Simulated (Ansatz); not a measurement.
Reactions of AlFH4NOP, SMILES `[NH2][Al]([F])[PH]O`.

Gas-phase electronic energies from Ansatz, PBE0-D4/def2-TZVP geometries. CBS: MP2 limit from def2 TZ/QZ plus the TZ coupled-cluster correction, frozen cores. This one scheme is used for every species, atoms too. DFT in def2-TZVPP. B3LYP here is the variant with VWN-RPA as its local correlation; programs differ in this. No spin–orbit coupling; open shells (•) take unrestricted orbitals. Spin–orbit coupling would lower the free atoms: a little for Al, F, O. def2 core potentials past Kr. For In, Se outer-core shells are correlated without core-valence functions, so the limit isn't a true one: a few kJ/mol of doubt a bond, and 10 to 20 or more in all where bonds break to atoms. Scalar relativity is left out up to krypton. Each species was taken in one conformer, which may not be the lowest.

```tsv
reaction	CCSD(T)/CBS(def2) (kJ/mol)
`[NH2][Al]([F])[PH]O` + H₂ → `[NH2][Al]([F])[PH2]` + H₂O	-64
`[NH2][Al]([F])[PH]O` → Al• + F• + 4 H• + N• + O• + P•	3112
`[NH2][Al]([F])[PH]O` + `[SiH3][O][InH2]` → `O[PH][InH2]` + `[NH2][Al]([F])[O][SiH3]`	-102
`[NH2][Al]([F])[PH]O` + `P[SiH2][SeH]` → `[NH2][Al]([F])[PH2]` + `OP[SiH2][SeH]`	?
```

Q: Fill in the missing values. (An estimate is asked.)

A: Ansatz gave: `[NH2][Al]([F])[PH]O` + `P[SiH2][SeH]` → `[NH2][Al]([F])[PH2]` + `OP[SiH2][SeH]`: -12.1 kJ/mol.

Largest T1 diagnostic: 0.018, for Al•.
